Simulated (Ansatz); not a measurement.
Geometry optimisation, Ansatz 0.2.0, RHF/def2-SVP.

Input file:

```yaml
crystal:
  periodic: [false, false, false]
  atoms:
    - { symbol: C, position_ang: [0.147, -2.4077, 0.0645] }
    - { symbol: S, position_ang: [-0.578, -1.0595, -0.997] }
    - { symbol: C, position_ang: [0.3955, 0.3261, -0.4384] }
    - { symbol: "N", position_ang: [1.8031, 0.3046, -1.0411] }
    - { symbol: F, position_ang: [0.6469, 0.222, 0.8924] }
    - { symbol: S, position_ang: [-0.3319, 1.934, -0.7928] }
    - { symbol: C, position_ang: [-1.5748, 1.9346, 0.498] }
    - { symbol: H, position_ang: [-0.3686, -3.2863, -0.1894] }
    - { symbol: H, position_ang: [-0.071, -2.1213, 1.1504] }
    - { symbol: H, position_ang: [1.1704, -2.4958, -0.103] }
    - { symbol: H, position_ang: [2.1672, 1.1615, -0.736] }
    - { symbol: H, position_ang: [2.2628, -0.4406, -0.5619] }
    - { symbol: H, position_ang: [-2.3603, 1.1397, 0.342] }
    - { symbol: H, position_ang: [-2.1807, 2.8854, 0.4512] }
    - { symbol: H, position_ang: [-1.1493, 1.8527, 1.4906] }
basis:
  gaussian: { orbitals: def2-SVP }
hamiltonian:
  xc: hf
relax:
  f_tol: 0.015
  max_steps: 40
```

Command:

```bash
$ ansatz run input.yaml --threads 2 --pin off --max-ram 3072MiB --backend cpu --events-out ev --progress --plain --runs-dir out
```

Question: Where does it end, and by what steps?

Answer: The run converged. After 10 steps the energy has fallen by 0.724 eV; H12 moved furthest, 0.39 Å.

| step | energy less start (eV) | largest force component (eV/Å) | accepted |
| --- | --- | --- | --- |
| 0 | 0.0000 | 4.189 | yes |
| 1 | -0.5532 | 1.780 | yes |
| 2 | -0.6739 | 1.344 | yes |
| 3 | -0.6376 | 1.065 | no |
| 4 | -0.7164 | 0.225 | yes |
| 5 | -0.7211 | 0.094 | yes |
| 6 | -0.6878 | 0.904 | no |
| 7 | -0.7233 | 0.054 | yes |
| 8 | -0.7235 | 0.039 | yes |
| 9 | -0.7236 | 0.027 | yes |
| 10 | -0.7236 | 0.006 | yes |

```xyz
15
Properties=species:S:1:pos:R:3
C 0.149 -2.405 0.067
S -0.545 -1.037 -0.900
C 0.481 0.359 -0.337
N 1.742 0.381 -0.957
F 0.600 0.265 1.026
S -0.335 1.929 -0.746
C -1.660 1.971 0.487
H -0.451 -3.278 -0.185
H 0.068 -2.208 1.132
H 1.185 -2.613 -0.197
H 2.333 1.095 -0.572
H 2.206 -0.507 -0.946
H -2.292 1.090 0.405
H -2.250 2.858 0.263
H -1.253 2.050 1.491
```

Whether the end is a true minimum wasn't checked by a vibrational analysis.

Time of the run: 40 s on 2 threads of Arm Neoverse V1 (shared host), peak memory 0.43 GiB.
